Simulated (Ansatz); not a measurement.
System: sum formula BeHCl, net charge 0, singlet state. SMILES: [Cl][BeH]
Coordinates optimised at B3LYP-D3(BJ)/def2-TZVP (Ansatz, a first-principles code):
```
Be
H 1 1.3227
Cl 1 1.8058 2 180.00
```
Charge 0, spin multiplicity 1.

Property: vertical ionisation energy (to the doublet state of charge +1; each state is the SCF solution reached for its spin), in eV. Cores are frozen in the correlated levels unless marked. Open shells are spin-unrestricted. No spin-orbit coupling. Non-relativistic. Basis-set limits of correlation are two-point, X^-3; Hartree-Fock from the larger set.

```
level                                 program  vertical ionisation energy (eV)
------------------------------------  -------  -------------------------------
SVWN5/def2-TZVPD                       Ansatz                            12.01
PBE/def2-TZVPD                         Ansatz                            11.90
r2SCAN/def2-TZVPD                      Ansatz                            12.08
PBE0/def2-TZVPD                        Ansatz                            12.25
BHLYP/def2-TZVPD                       Ansatz                            12.42
CAM-B3LYP/def2-TZVPD                   Ansatz                       (withheld)
wB97M-V/def2-TZVPD                     Ansatz                       (withheld)
wB97X-V/def2-TZVPD                     Ansatz                       (withheld)
CCSD/def2-SVPD                         Ansatz                            12.42
CCSD/def2-TZVPPD                       Ansatz                            12.42
CCSD/def2-QZVPPD                       Ansatz                            12.52
CCSD(T)/CBS(def2-TZVPPD,def2-QZVPPD)   Ansatz                       (withheld)
```

Some entries are withheld; supply them.


- CAM-B3LYP/def2-TZVPD, vertical ionisation energy (eV): 12.48
- wB97M-V/def2-TZVPD, vertical ionisation energy (eV): 12.51
- wB97X-V/def2-TZVPD, vertical ionisation energy (eV): 12.58
- CCSD(T)/CBS(def2-TZVPPD,def2-QZVPPD), vertical ionisation energy (eV): 12.71
